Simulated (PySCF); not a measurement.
H₄HfO₄, charge +1, doublet, at the geometry of the source list (the multiplicity is a formal guess) (core potentials on Hf); M062X/def2-SVP run with PySCF.

Here is a job for PySCF.
```python
from pyscf import gto, scf, dft

mol = gto.Mole()
mol.atom = '''
    Hf    0.03150000   -0.21370000   -0.03530000
    O     1.54540000   -0.43880000   -1.10870000
    H     2.14800000    0.31340000   -1.13200000
    O     0.44270000    0.01220000    1.77320000
    H     0.34870000    0.93750000    2.02920000
    O    -0.61720000    1.44510000   -0.60730000
    H    -1.08080000    1.38450000   -1.45360000
    O    -1.31010000   -1.51260000   -0.15670000
    H    -1.50840000   -1.92750000    0.69120000
'''
mol.basis = 'def2-svp'
mol.ecp = {'Hf': 'def2-svp'}
mol.charge = 1
mol.spin = 1
mol.verbose = 4
mol.build()

mf = dft.UKS(mol)
mf.xc = 'm062x'
mf.kernel()
mf.analyze()
```

Output, abridged:

```
PySCF version 2.14.0

[INPUT] verbose = 4
[INPUT] num. atoms = 9
[INPUT] num. electrons = 47
[INPUT] charge = 1
[INPUT] spin (= nelec alpha-beta = 2S) = 1
[INPUT] symmetry False subgroup None
[INPUT] Mole.unit = angstrom
[INPUT] Symbol           X                Y                Z      unit          X                Y                Z       unit  Magmom
[...]
nuclear repulsion = 219.21513522173
number of shells = 48
number of NR pGTOs = 181
number of NR cGTOs = 108
basis = def2-svp
ecp = {'Hf': 'def2-svp'}

******** <class 'pyscf.dft.uks.UKS'> ********
method = UKS
initial guess = minao
damping factor = 0
level_shift factor = 0
DIIS = <class 'pyscf.scf.diis.CDIIS'>
diis_start_cycle = 1
diis_space = 8
diis_damp = 0
SCF conv_tol = 1e-09
SCF conv_tol_grad = None
SCF max_cycles = 50
direct_scf = True
direct_scf_tol = 1e-13
number electrons alpha = 24  beta = 23
XC library pyscf.dft.libxc version 7.1.2
    S. Lehtola, C. Steigemann, M. J. T. Oliveira, and M. A. L. Marques,  SoftwareX 7, 1–5 (2018)
XC functionals = m062x
    Y. Zhao and D. G. Truhlar,  Theor. Chem. Acc. 120, 215 (2008)
    Y. Zhao and D. G. Truhlar,  Theor. Chem. Acc. 120, 215 (2008)
radial grids:
    Treutler-Ahlrichs [JCP 102, 346 (1995); DOI:10.1063/1.469408] (M4) radial grids

becke partition: Becke, JCP 88, 2547 (1988); DOI:10.1063/1.454033
pruning grids: <function nwchem_prune>
grids dens level: 3
symmetrized grids: False
atomic radii adjust function: <function treutler_atomic_radii_adjust>
small_rho_cutoff = 0
Set gradient conv threshold to 3.16228e-05
tot grids = 119352
init E= -338.369027784018

cycle= 1 E= -350.463722100271  delta_E= -12.1  |g|= 0.682  |ddm|= 5.55
cycle= 2 E= -350.442127778573  delta_E= 0.0216  |g|= 0.736  |ddm|= 1.13
cycle= 3 E= -350.625941892987  delta_E= -0.184  |g|= 0.254  |ddm|= 0.653
cycle= 4 E= -350.650534056513  delta_E= -0.0246  |g|= 0.0604  |ddm|= 0.212
cycle= 5 E= -350.651797065637  delta_E= -0.00126  |g|= 0.0421  |ddm|= 0.0749
cycle= 6 E= -350.652490698415  delta_E= -0.000694  |g|= 0.0163  |ddm|= 0.0313
cycle= 7 E= -350.652651527096  delta_E= -0.000161  |g|= 0.0116  |ddm|= 0.0202
cycle= 8 E= -350.652781397982  delta_E= -0.00013  |g|= 0.00899  |ddm|= 0.0192
cycle= 9 E= -350.652869624444  delta_E= -8.82e-05  |g|= 0.00769  |ddm|= 0.0171
cycle= 10 E= -350.652959414276  delta_E= -8.98e-05  |g|= 0.00594  |ddm|= 0.0197
cycle= 11 E= -350.653098619194  delta_E= -0.000139  |g|= 0.00362  |ddm|= 0.0431
cycle= 12 E= -350.65312657766  delta_E= -2.8e-05  |g|= 0.00351  |ddm|= 0.0117
cycle= 13 E= -350.653178161826  delta_E= -5.16e-05  |g|= 0.00269  |ddm|= 0.0268
cycle= 14 E= -350.653205281875  delta_E= -2.71e-05  |g|= 0.00234  |ddm|= 0.0155
cycle= 15 E= -350.653237799306  delta_E= -3.25e-05  |g|= 0.00226  |ddm|= 0.0193
cycle= 16 E= -350.653289804157  delta_E= -5.2e-05  |g|= 0.00289  |ddm|= 0.0423
cycle= 17 E= -350.653296219019  delta_E= -6.41e-06  |g|= 0.00195  |ddm|= 0.017
cycle= 18 E= -350.653324098311  delta_E= -2.79e-05  |g|= 0.00125  |ddm|= 0.0187
cycle= 19 E= -350.653324157599  delta_E= -5.93e-08  |g|= 0.00128  |ddm|= 0.000873
cycle= 20 E= -350.653298804844  delta_E= 2.54e-05  |g|= 0.00137  |ddm|= 0.0153
cycle= 21 E= -350.653329931091  delta_E= -3.11e-05  |g|= 0.0015  |ddm|= 0.0222
cycle= 22 E= -350.653313342545  delta_E= 1.66e-05  |g|= 0.00155  |ddm|= 0.0147
cycle= 23 E= -350.653240430835  delta_E= 7.29e-05  |g|= 0.0017  |ddm|= 0.0454
cycle= 24 E= -350.653244034497  delta_E= -3.6e-06  |g|= 0.00162  |ddm|= 0.00286
cycle= 25 E= -350.653249775331  delta_E= -5.74e-06  |g|= 0.00147  |ddm|= 0.00752
cycle= 26 E= -350.653147862015  delta_E= 0.000102  |g|= 0.00241  |ddm|= 0.0656
cycle= 27 E= -350.653227383552  delta_E= -7.95e-05  |g|= 0.00162  |ddm|= 0.0517
cycle= 28 E= -350.653166150173  delta_E= 6.12e-05  |g|= 0.00311  |ddm|= 0.0388
cycle= 29 E= -350.653079537022  delta_E= 8.66e-05  |g|= 0.00435  |ddm|= 0.0571
cycle= 30 E= -350.653144720308  delta_E= -6.52e-05  |g|= 0.00376  |ddm|= 0.0442
cycle= 31 E= -350.653293378762  delta_E= -0.000149  |g|= 0.00399  |ddm|= 0.0961
cycle= 32 E= -350.653204135092  delta_E= 8.92e-05  |g|= 0.00376  |ddm|= 0.0559
cycle= 33 E= -350.653245810529  delta_E= -4.17e-05  |g|= 0.00412  |ddm|= 0.0282
cycle= 34 E= -350.653234285367  delta_E= 1.15e-05  |g|= 0.00452  |ddm|= 0.00695
cycle= 35 E= -350.653440505524  delta_E= -0.000206  |g|= 0.00728  |ddm|= 0.123
cycle= 36 E= -350.653415885364  delta_E= 2.46e-05  |g|= 0.00662  |ddm|= 0.0144
cycle= 37 E= -350.653425175985  delta_E= -9.29e-06  |g|= 0.00934  |ddm|= 0.0232
cycle= 38 E= -350.653538422018  delta_E= -0.000113  |g|= 0.0106  |ddm|= 0.0552
cycle= 39 E= -350.653559482062  delta_E= -2.11e-05  |g|= 0.0124  |ddm|= 0.0181
cycle= 40 E= -350.653095315376  delta_E= 0.000464  |g|= 0.0091  |ddm|= 0.264
cycle= 41 E= -350.652994566237  delta_E= 0.000101  |g|= 0.0083  |ddm|= 0.0822
cycle= 42 E= -350.653277896952  delta_E= -0.000283  |g|= 0.00552  |ddm|= 0.178
cycle= 43 E= -350.653404402642  delta_E= -0.000127  |g|= 0.0155  |ddm|= 0.131
cycle= 44 E= -350.653509430221  delta_E= -0.000105  |g|= 0.014  |ddm|= 0.032
cycle= 45 E= -350.653459177163  delta_E= 5.03e-05  |g|= 0.00695  |ddm|= 0.0612
cycle= 46 E= -350.653357155857  delta_E= 0.000102  |g|= 0.00796  |ddm|= 0.0459
cycle= 47 E= -350.653338337085  delta_E= 1.88e-05  |g|= 0.0101  |ddm|= 0.00928
cycle= 48 E= -350.653445298831  delta_E= -0.000107  |g|= 0.00832  |ddm|= 0.0431
cycle= 49 E= -350.653340243174  delta_E= 0.000105  |g|= 0.00358  |ddm|= 0.0705
cycle= 50 E= -350.653303971819  delta_E= 3.63e-05  |g|= 0.00309  |ddm|= 0.0251
SCF not converged.
SCF energy = -350.653303971819 after 50 cycles  <S^2> = 0.76910502  2S+1 = 2.0190146
**** SCF Summaries ****
Total Energy =                        -350.653303971818559
Nuclear Repulsion Energy =             219.215135221730378
One-electron Energy =                 -922.227143464731739
Two-electron Energy =                  352.358704271182717
Two-electron Coulomb Energy =          393.780833143227596
DFT Exchange-Correlation Energy =      -41.422128872044865
**** MO energy ****
                             alpha | beta                alpha | beta
[...]
spin_pop of  0 Hf 5s       -0.00003
spin_pop of  0 Hf 6s       -0.00659
spin_pop of  0 Hf 7s       -0.00040
spin_pop of  0 Hf 8s       -0.00057
spin_pop of  0 Hf 9s       -0.00011
spin_pop of  0 Hf 10s       -0.00018
spin_pop of  0 Hf 5px      -0.00426
spin_pop of  0 Hf 5py      -0.00194
spin_pop of  0 Hf 5pz       0.00738
spin_pop of  0 Hf 6px      -0.00480
spin_pop of  0 Hf 6py      -0.00146
spin_pop of  0 Hf 6pz       0.00422
spin_pop of  0 Hf 7px      -0.00017
spin_pop of  0 Hf 7py      -0.00006
spin_pop of  0 Hf 7pz       0.00313
spin_pop of  0 Hf 5dxy     -0.02377
spin_pop of  0 Hf 5dyz     -0.01782
spin_pop of  0 Hf 5dz^2    -0.01154
spin_pop of  0 Hf 5dxz     -0.01131
spin_pop of  0 Hf 5dx2-y2   -0.00997
spin_pop of  0 Hf 6dxy     -0.00263
spin_pop of  0 Hf 6dyz     -0.00262
spin_pop of  0 Hf 6dz^2    -0.00181
spin_pop of  0 Hf 6dxz     -0.00541
spin_pop of  0 Hf 6dx2-y2   -0.00223
spin_pop of  0 Hf 5f-3     -0.00020
spin_pop of  0 Hf 5f-2     -0.00001
spin_pop of  0 Hf 5f-1      0.00001
spin_pop of  0 Hf 5f+0      0.00056
spin_pop of  0 Hf 5f+1      0.00005
spin_pop of  0 Hf 5f+2     -0.00005
spin_pop of  0 Hf 5f+3      0.00045
spin_pop of  1 O 1s       -0.00000
spin_pop of  1 O 2s        0.00771
spin_pop of  1 O 3s       -0.00033
spin_pop of  1 O 2px       0.25273
spin_pop of  1 O 2py       0.19104
spin_pop of  1 O 2pz       0.15159
spin_pop of  1 O 3px      -0.00138
spin_pop of  1 O 3py      -0.00125
spin_pop of  1 O 3pz      -0.00282
spin_pop of  1 O 3dxy      0.00001
spin_pop of  1 O 3dyz      0.00005
spin_pop of  1 O 3dz^2     0.00009
spin_pop of  1 O 3dxz     -0.00002
spin_pop of  1 O 3dx2-y2    0.00006
spin_pop of  2 H 1s       -0.01577
spin_pop of  2 H 2s       -0.00095
spin_pop of  2 H 2px       0.00001
spin_pop of  2 H 2py      -0.00003
spin_pop of  2 H 2pz      -0.00006
spin_pop of  3 O 1s        0.00000
spin_pop of  3 O 2s        0.00433
spin_pop of  3 O 3s       -0.00024
spin_pop of  3 O 2px       0.21061
spin_pop of  3 O 2py       0.00562
spin_pop of  3 O 2pz       0.02343
spin_pop of  3 O 3px      -0.00365
spin_pop of  3 O 3py      -0.00011
spin_pop of  3 O 3pz      -0.00008
spin_pop of  3 O 3dxy      0.00005
spin_pop of  3 O 3dyz      0.00001
spin_pop of  3 O 3dz^2    -0.00001
spin_pop of  3 O 3dxz     -0.00001
spin_pop of  3 O 3dx2-y2    0.00001
spin_pop of  4 H 1s       -0.00645
spin_pop of  4 H 2s       -0.00017
spin_pop of  4 H 2px       0.00000
spin_pop of  4 H 2py      -0.00004
spin_pop of  4 H 2pz      -0.00004
spin_pop of  5 O 1s       -0.00000
spin_pop of  5 O 2s        0.00394
spin_pop of  5 O 3s       -0.00031
spin_pop of  5 O 2px       0.15704
spin_pop of  5 O 2py       0.01656
spin_pop of  5 O 2pz       0.05638
spin_pop of  5 O 3px      -0.00284
spin_pop of  5 O 3py      -0.00030
spin_pop of  5 O 3pz      -0.00079
spin_pop of  5 O 3dxy      0.00001
spin_pop of  5 O 3dyz      0.00002
spin_pop of  5 O 3dz^2     0.00004
spin_pop of  5 O 3dxz     -0.00005
spin_pop of  5 O 3dx2-y2    0.00000
spin_pop of  6 H 1s       -0.00618
spin_pop of  6 H 2s       -0.00063
spin_pop of  6 H 2px      -0.00003
spin_pop of  6 H 2py      -0.00004
spin_pop of  6 H 2pz       0.00000
spin_pop of  7 O 1s       -0.00000
spin_pop of  7 O 2s        0.00119
spin_pop of  7 O 3s       -0.00015
spin_pop of  7 O 2px       0.01974
spin_pop of  7 O 2py       0.03600
spin_pop of  7 O 2pz       0.00409
spin_pop of  7 O 3px      -0.00064
spin_pop of  7 O 3py      -0.00084
spin_pop of  7 O 3pz      -0.00011
spin_pop of  7 O 3dxy     -0.00001
spin_pop of  7 O 3dyz      0.00000
spin_pop of  7 O 3dz^2     0.00001
spin_pop of  7 O 3dxz      0.00002
spin_pop of  7 O 3dx2-y2   -0.00001
spin_pop of  8 H 1s       -0.00155
spin_pop of  8 H 2s       -0.00035
spin_pop of  8 H 2px       0.00000
spin_pop of  8 H 2py      -0.00000
spin_pop of  8 H 2pz      -0.00001
In total            24.00000 | 23.00000

WARN: System has nonzero charge 1; the dipole moment is origin-dependent.
Location of origin: [0. 0. 0.]

Dipole moment(X, Y, Z, Debye):  2.20345,  1.12328, -0.65439
```

The run did not converge; its last values are not results.
